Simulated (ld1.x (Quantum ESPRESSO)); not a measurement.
**An all-electron radial function and its pseudo partner (beryllium (Be))**

Columns: radius, all-electron u(r) and pseudo u(r) of the 1s shell (level -116.39 eV) of beryllium in the configuration 1s2 2s1 2p0; LDA (PZ), non-relativistic, PAW scheme, ld1.x (Quantum ESPRESSO) 7.5.

```csv
r (bohr),all-electron,pseudo
0.235,1.3694,0.7653
0.470,1.1607,0.9988
0.705,0.7651,0.7593
0.940,0.4590,0.4590
1.175,0.2628,0.2628
1.410,0.1466,0.1466
1.645,0.0803,0.0803
1.880,0.0435,0.0435
2.115,0.0233,0.0233
2.350,0.0124,0.0124
2.585,0.0066,0.0066
2.820,0.0034,0.0034
3.055,0.0018,0.0018
3.290,0.0009,0.0009
3.525,0.0005,0.0005
3.760,0.0003,0.0003
3.995,0.0001,0.0001
4.230,0.0001,0.0001
4.465,0.0000,0.0000
4.700,0.0000,0.0000
4.935,0.0000,0.0000
5.170,0.0000,0.0000
5.405,0.0000,0.0000
5.640,0.0000,0.0000
5.875,0.0000,0.0000
6.110,0.0000,0.0000
```

**Question.** How many radial nodes do the two functions have?

**Answer.** The all-electron 1s function has n − l − 1 = 0; the pseudo-wave has 0.

**Question.** At about which radius was the pseudo-wave matched?

**Answer.** 0.90 bohr, where the columns begin to agree (steps of 0.23 bohr).

**Question.** Is the pseudo-wave norm-conserving?

**Answer.** No, it belongs to a PAW set: the norm inside the radius is not constrained, and the difference is carried by the augmentation charge.
